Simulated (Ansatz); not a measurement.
Input for Ansatz (a program for electronic structure): U-CCSD(T)/def2-SVP on BiCl3 (SMILES [Cl][Bi]([Cl])[Cl]), a point of a bond scan (R = 3.676 Å). Elements past Kr take the def2 small-core potentials; no spin–orbit coupling. The run froze 24 orbitals, filled d shells among them.

Ansatz 0.2 input:
```yaml
crystal:
  periodic: [false, false, false]
  atoms:
    - {symbol: Bi, position_ang: [0.00034813, 0.00075578, 0.45198192]}
    - {symbol: Cl, position_ang: [-2.80312962, -1.57877559, -1.32456409]}
    - {symbol: Cl, position_ang: [0.02324247, 2.14208345, -0.73918069]}
    - {symbol: Cl, position_ang: [1.84369489, -1.09350832, -0.73517245]}
basis:
  gaussian:
    orbitals: def2-SVP
correlation: {method: ccsd_t, electrons: outside_noble_gas}
scf: {omitted_lower_state_checks: [cluster_reference]}
magnetization: {spin_polarized: true, initial_magnetization: 0}
```

The log:

```
WARN ansatz: RAYON_NUM_THREADS=6 ignored (pool sized by the plan → 6); use --threads N
Functional definition: HF
these checks for a lower state are left out or cut short: cluster_reference
integrals: 0.11 GiB planned
807 factors; integrals over basis functions are off by at most 2.4e-4 eV
mean field: 0.41 GiB planned
mean field evaluation 1: about -43306.5368 eV, gradient 2.1e1 eV
mean field evaluation 2: about -43306.5470 eV, gradient 2.1e1 eV
mean field evaluation 4: about -43310.3104 eV, gradient 1.9e0 eV
mean field evaluation 8: about -43310.3703 eV, gradient 8.3e-2 eV
mean field evaluation 16: about -43310.3705 eV, gradient 7.9e-4 eV
mean field evaluation 32: about -43311.4066 eV, gradient 2.0e-3 eV
mean field evaluation 64: about -43311.2258 eV, gradient 5.3e-4 eV
mean field evaluation 96: about -43311.2960 eV, gradient 1.7e0 eV
mean field evaluation 128: about -43311.3325 eV, gradient 2.8e-1 eV
mean field evaluation 160: about -43310.7278 eV, gradient 3.1e0 eV
mean field evaluation 192: about -43310.3705 eV, gradient 2.6e-2 eV
mean field -43311.40660871 eV, -1591.6648353442 hartree, gradient 4.9e-6 eV, S^2 0.911334; 15 other end points of the search recorded, 0 dependent functions left out
24 core orbitals not correlated
reference -43311.40660871 eV, -1591.6648353442 hartree; 13, 13 occupied and 43, 43 virtual orbitals, 807 factors
second order -11.97447323 eV of doubles, -0.00000000 eV of singles
coupled cluster: 0.32 GiB planned
cycle   1  -12.88586852 eV  change   -9.1e-1 eV  update   9.6e-2
cycle   2  -13.19927738 eV  change   -3.1e-1 eV  update   3.6e-2
cycle   3  -13.28832483 eV  change   -8.9e-2 eV  update   3.1e-2
cycle   4  -13.29928607 eV  change   -1.1e-2 eV  update   2.0e-2
cycle   5  -13.30760331 eV  change   -8.3e-3 eV  update   1.5e-2
cycle   6  -13.32370707 eV  change   -1.6e-2 eV  update   8.5e-3
cycle   7  -13.33442434 eV  change   -1.1e-2 eV  update   5.2e-3
cycle   8  -13.33665723 eV  change   -2.2e-3 eV  update   3.4e-3
cycle   9  -13.34325239 eV  change   -6.6e-3 eV  update   2.2e-3
cycle  10  -13.34275723 eV  change    5.0e-4 eV  update   1.1e-3
cycle  11  -13.34294349 eV  change   -1.9e-4 eV  update   6.4e-4
cycle  12  -13.34353479 eV  change   -5.9e-4 eV  update   4.6e-4
cycle  13  -13.34354757 eV  change   -1.3e-5 eV  update   3.9e-4
cycle  14  -13.34357518 eV  change   -2.8e-5 eV  update   3.6e-4
cycle  15  -13.34335115 eV  change    2.2e-4 eV  update   3.2e-4
cycle  16  -13.34338679 eV  change   -3.6e-5 eV  update   2.2e-4
cycle  17  -13.34342602 eV  change   -3.9e-5 eV  update   1.1e-4
cycle  18  -13.34348354 eV  change   -5.8e-5 eV  update   6.3e-5
cycle  19  -13.34349812 eV  change   -1.5e-5 eV  update   3.8e-5
cycle  20  -13.34351167 eV  change   -1.4e-5 eV  update   2.3e-5
coupled cluster: 0.32 GiB planned
perturbative correction -0.33018660 eV, -0.0121341337 hartree
Total energy: -43325.08030698 eV, -1592.1673344872 hartree
Checks for a lower state left out: cluster_reference
```

The calculation finished and met its thresholds. Its determinant has ⟨S²⟩ = 0.91, a mixture of spin states.

Cost: very roughly 50 core-seconds.
